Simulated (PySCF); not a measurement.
**Polarisability and C₆ of Ni³⁺ (nickel, charge +3)**

[Ar] 3d7, high-spin 4F determinant. All numbers are calculated (PySCF 2.14, scalar relativity by spin-free X2C-1e, in aug-cc-pwCVTZ-DK (10s9p7d4f3g, 127 functions)). Coupled (time-dependent) response in atomic units; α is the mean over directions.

```
method  mean α (bohr³)  C₆ (like pair)   S(−4)
  PBE0           1.694           4.023  0.9584
```

S(−4) is the Cauchy moment in α(ω) = α(0) + S(−4) ω² + …

α(iu) at PBE0:

```tsv
u (hartree)	α(iu) (bohr³)
0	1.694
0.0500	1.692
0.100	1.685
0.200	1.658
0.300	1.616
0.500	1.505
0.750	1.350
1.00	1.204
1.50	0.9643
2.00	0.7845
3.00	0.5440
5.00	0.3021
```

A single London oscillator, α(iu) = α/(1 + u²/ω²), gives C₆ = (3/4) ω α². Matching the computed C₆ needs ω = 4 × 4.023 / (3 × 1.694²) = 1.87 hartree.

For an ion, C₆ is the dispersion term alone; charge-induced terms of lower order in 1/R come first.
